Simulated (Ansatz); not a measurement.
`ClB(Cl)B1CN1` + NH₃ → `NB(Cl)Cl` + `B1CN1` at 500 K and 1 bar (cleavage of the B–B bond).

Isolated molecules relaxed with PBE0-D4/def2-TZVP in Ansatz; ΔE leaves out vibrations. CBS: MP2 limit from def2 TZ/QZ plus the TZ coupled-cluster correction, frozen cores. This one scheme is used for every species. One conformer a species, not always the lowest.

```
       species  CCSD(T)/CBS energy (Eh)  H − E (kJ/mol)  S (J/(mol·K))
`ClB(Cl)B1CN1`              -1063.75794           184.0          430.0
           NH₃                -56.50880           108.2          211.8
    `NB(Cl)Cl`              -1000.39362           120.6          335.8
       `B1CN1`               -119.91915           167.6          290.3
```

H − E and S are ideal-gas, rigid-rotor, harmonic terms from PBE0-D4/def2-TZVP, for one conformer and one mirror image of each species. 1 Eh = 2625.50 kJ/mol, R = 8.31446 J/(mol·K).

Task: By hand: ΔE, ΔH, ΔS and ΔG.

Result: ΔE = (-1000.39362) + (-119.91915) − (-1063.75794) − (-56.50880) = -0.04603 Eh = -120.9 kJ/mol. Δ(H − E) = 120.6 + 167.6 − 184.0 − 108.2 = -4.0, so ΔH = -124.9 kJ/mol. ΔS = 335.8 + 290.3 − 430.0 − 211.8 = -15.7 J/(mol·K). ΔG = -124.9 − 500 × (-15.7)/1000 = -117.1 kJ/mol.

Task: By hand: the equilibrium constant, and the temperature at which ΔG would vanish if ΔH and ΔS stayed fixed.

Result: log₁₀ K = −ΔG/(RT ln 10) = 12.2. ΔG = 0 at ΔH/ΔS = 7955 K, far beyond where these terms or the molecules hold.

ΔH outweighs TΔS. A doubt of 5 kJ/mol in ΔE shifts log₁₀ K by 0.5 here. Other conformers and mirror images would add mixing entropy, several J/(mol·K) or more a flexible species. Modes under 60 cm⁻¹, often nearly free rotors, make the harmonic entropy too high. These are equilibria of isolated gas molecules and say nothing of rates. Largest T1 diagnostic: 0.014 (customary marks: 0.02 for closed shells, 0.045 for open ones).
